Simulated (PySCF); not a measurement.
B97-3 on Pd⁻ (palladium, charge -1), [Kr] 4d10 5s1, 2S determinant. All numbers are calculated (PySCF 2.14, a scalar-relativistic core potential, in def2-TZVPPD with the def2 core potential (28 electrons) (6s4p3d2f1g, 56 functions)).

```
cycle= 1 E= -127.893730692842  delta_E= -0.00564  |g|= 0.0997  |ddm|= 0.421
cycle= 2 E= -127.88640871651  delta_E= 0.00732  |g|= 0.185  |ddm|= 0.303
cycle= 3 E= -127.897208115865  delta_E= -0.0108  |g|= 0.00219  |ddm|= 0.121
cycle= 4 E= -127.897214418446  delta_E= -6.3e-06  |g|= 0.00172  |ddm|= 0.0127
cycle= 5 E= -127.897215779042  delta_E= -1.36e-06  |g|= 0.000112  |ddm|= 0.00722
cycle= 6 E= -127.89721579023  delta_E= -1.12e-08  |g|= 1.58e-05  |ddm|= 0.000453
cycle= 7 E= -127.897215790373  delta_E= -1.43e-10  |g|= 2.73e-07  |ddm|= 4.14e-05
converged SCF energy = -127.897215790373  <S^2> = 0.75030986  2S+1 = 2.0003098
```

Highest occupied orbital energy: 1.749 eV; ⟨L²⟩ = 0.00; populations by l: s 3.00, p 6.00, d 10.00, f 0.00.

**Question.** Can this result be used?

**Answer.** With care. Self-consistency was reached. Energies and moments cover only the electrons outside the core potential. At B97-3 the highest occupied level has a positive energy, so only the finite basis holds that electron; in a semilocal or global hybrid functional this comes from self-interaction and does not mean that the real anion is unbound.
